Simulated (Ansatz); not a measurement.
Q: Name a neutral molecule of C, O and H with size of the dipole moment (PBE/def2-TZVPP) between 0.20 and 0.50 D and HOMO–LUMO gap (ωB97M-V/def2-TZVPP) between 10.40 and 10.70 eV (Ansatz, PBE0-D4/def2-TZVP geometry).

A: `CC(C)(C)C(=O)CC(=O)C(C)(C)C` (0.39 D, 10.49 eV). Other molecules can fit too; these were computed, each in one conformer that needn't be the lowest.
